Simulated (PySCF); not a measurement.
Compound: C5H10O2SSi2.
Cartesian coordinates in Å at the PBE0-D3(BJ)/def2-SVP level; atoms count from 1:
```xyz
20
C5H10O2SSi2 angstrom
C     -3.2826   -1.6281   -0.3737
S     -1.6090   -1.6725    0.3485
Si    -0.7051   -0.0344   -0.6670
O     -1.1018    1.4617   -0.0820
Si    -0.6411    2.5036    1.1346
C      1.1157   -0.2927   -0.4009
C      1.9092   -1.4020   -0.2539
C      3.2411   -0.9341   -0.0512
C      3.1625    0.4279   -0.0870
O      1.8973    0.8231   -0.2968
H     -3.2464   -1.6975   -1.4700
H     -3.8204   -2.5009    0.0193
H     -3.8200   -0.7178   -0.0754
H     -1.1561   -0.0515   -2.0852
H      0.1131    1.7763    2.1984
H      0.2097    3.5905    0.5710
H     -1.8732    3.1014    1.7242
H      1.5658   -2.4345   -0.2812
H      4.1386   -1.5285    0.1051
H      3.9022    1.2178    0.0206
```

Method: PySCF, PBE0-D3(BJ)/def2-SVP geometry optimisation, gas phase.

Masses are those of the commonest isotopes; rigid-rotor values at the optimised geometry. The values belong to one conformer with, in the numbering `[CH3:1][S:2][Si@@H:3]([O:4][SiH3:5])[c:6]1[cH:7][cH:8][cH:9][o:10]1`, C1–S2–Si3–O4 78°, S2–Si3–O4–Si5 83°, S2–Si3–C6–C7 32°.

Give the principal moments of inertia and the rotational constants in MHz.

Ia = 485.58, Ib = 762.38, Ic = 1144.54 u·Å²; 505379 MHz·u·Å²/I gives A = 1041, B = 662.9, C = 441.6 MHz.

Classify the top.

An asymmetric top. Ray's parameter κ = (2B − A − C)/(A − C) = -0.261; −1 is the prolate and +1 the oblate limit.

Is it planar, by Δ = Ic − Ia − Ib?

Not planar: Δ = Ic − Ia − Ib = -103.42 u·Å². For a rigid frame Δ = −2 Σ m c², so Σ m c² = 51.71 u·Å² lies off the ab plane: 10.62 from hydrogen and 41.09 from heavier atoms. The atom farthest from that plane is 2.10 Å away.

Give the other two planar moments, Paa and Pbb, and the rms extents of the mass along the axes.

Paa = Σ m a² = (Ib + Ic − Ia)/2 = 710.67 and Pbb = Σ m b² = (Ia + Ic − Ib)/2 = 433.87 u·Å². With the mass M = 189.99 u, the rms extents √(P/M) along a, b and c are 1.93, 1.51, 0.52 Å.

Predict some low-J microwave lines.

The dipole components are |μa| = 0.33 D, |μb| = 0.58 D, |μc| = 0.20 D. Intensities carry the squares of the components, which stand as 0.32 : 1.00 : 0.12 (a : b : c). Some lines, for components of 0.1 D or more:

```
type  branch         J(Ka,Kc)   MHz  lower level (cm⁻¹)
   a       Q  3(2,1) ← 3(2,2)   323               0.286
   a       Q  4(2,2) ← 4(2,3)   807               0.432
   b       Q  2(1,1) ← 2(0,2)   893               0.108
   b       R  2(0,2) ← 1(1,1)  1759               0.049
   c       Q  4(3,2) ← 4(2,2)  1844               0.459
   b       Q  4(1,3) ← 4(0,4)  2152               0.341
   c       Q  3(3,1) ← 3(2,1)  2160               0.297
   a       R  2(1,1) ← 1(1,0)  2430               0.057
   b       R  4(2,2) ← 3(3,1)  2684               0.369
   a       R  3(1,3) ← 2(1,2)  2942               0.116
   a       R  3(2,1) ← 2(2,0)  3564               0.178
   a       R  4(1,3) ← 3(1,2)  4664               0.258
   b       R  4(2,3) ← 3(1,2)  5217               0.258
   b       R  3(3,1) ← 2(2,0)  5723               0.178
   b       R  3(3,0) ← 2(2,1)  5812               0.176
   c       R  4(2,2) ← 3(1,2)  6024               0.258
   c       R  4(1,3) ← 3(0,3)  6083               0.210
   c       R  4(4,0) ← 3(3,0)  7843               0.370
```

Estimate the classical rotational partition function at 50 K, 100 K and 500 K.

Point group C1, symmetry number σ = 1; q = (√π/σ)·√((kT/h)³/(ABC)), k/h = 20836.6 MHz/K: 108000 at 50 K, 305000 at 100 K, 3410000 at 500 K.

Whether it is a minimum is left open (no frequencies). Constants of a rigid frame at the computed geometry: no zero-point averaging, no centrifugal distortion. A rigid rotor knows nothing of internal rotation, which can split or shift real lines.

Hardware: one thread of an Arm Neoverse V1, shared host with 64 logical CPUs at a one-minute load of 20. Cost: 7.8 min, 0.99 GiB resident at most. That covers the optimisation of the geometry.
